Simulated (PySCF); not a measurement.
## Diatomic cations of K with the fifth-period p block

MP2 with double-zeta basis sets in PySCF, for the lowest determinant that a PBE0 search found; no spin–orbit coupling. De refers to high-spin ground-configuration atoms (the charge goes to the atom of lower measured ionisation energy or higher electron affinity, which is not always the lowest computed limit).

```csv
M,basis,"reference, frozen orbitals",charged atom,state (unpaired electrons),Re (Å),ωe (cm⁻¹),De (eV)
In,x2c-SVPall,"UHF, 23",K+,doublet (σ ↑),4.120,68.7,0.59
Sn,def2-SVP,"UHF, 9",K+,"triplet (σ ↑, π ↑)",3.977,66.7,0.31
Sb,x2c-SVPall,"UHF, 23",K+,"quartet (σ ↑, π ↑↑)",3.863,66.8,0.22
Te,def2-SVP,"UHF, 9",K+,triplet (π ↑↑),3.759,81.9,0.41
I,x2c-SVPall,"UHF, 23",K+,doublet (π ↑),3.659,81.6,0.33
```

The shortest bond is that of KI⁺ (3.659 Å), the longest that of KIn⁺ (4.120 Å).

The rows differ in basis set, which adds steps of its own.

The state changes along the series, so neighbouring rows are not always alike in their bonding.

Correlated steps freeze the inner cores (9 to 23 orbitals); shallow outer-core shells are correlated. Weak bonds: KI⁺, KSb⁺, KSn⁺, KTe⁺. Basis-set superposition, not corrected here, can be much of De in a small basis, most of all at correlated wavefunction levels. These are scalar-relativistic numbers at best; spin–orbit coupling would shift them, the dissociation energy most. For an ion De counts to the pair picked by the measured ionisation energies or electron affinities, which need not be the lowest pair at this level. States were picked by a PBE0 search and need not be the measured ground states.
